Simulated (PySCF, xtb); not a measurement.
CH7ClN2Si2, SMILES N[Si@]1(Cl)NC[SiH2]1. One conformer was computed; it need not be the lowest.

Harmonic wavenumbers (cm⁻¹) from GFN2-xTB run with xtb at its own minimum, in rising order: 71, 103, 159, 181, 193, 261, 350, 364, 431, 444, 464, 494, 512, 607, 700, 761, 774, 788, 839, 923, 1067, 1135, 1163, 1325, 1498, 1504, 2197, 2225, 2888, 2925, 3466, 3483, 3527.

What does B3LYP-D3(BJ)/def2-SVP (PySCF) give at its own minimum? (Estimate from the structure and the level; the computed values follow.)

97, 107, 198, 215, 237, 309, 338, 400, 426, 458, 520, 538, 580, 655, 726, 792, 834, 852, 913, 950, 1032, 1151, 1177, 1329, 1478, 1522, 2205, 2222, 3002, 3049, 3568, 3580, 3684. Paired by order, the mean absolute difference is 45 cm⁻¹ and the zero-point energies are 54.1 and 56.0 kcal/mol.
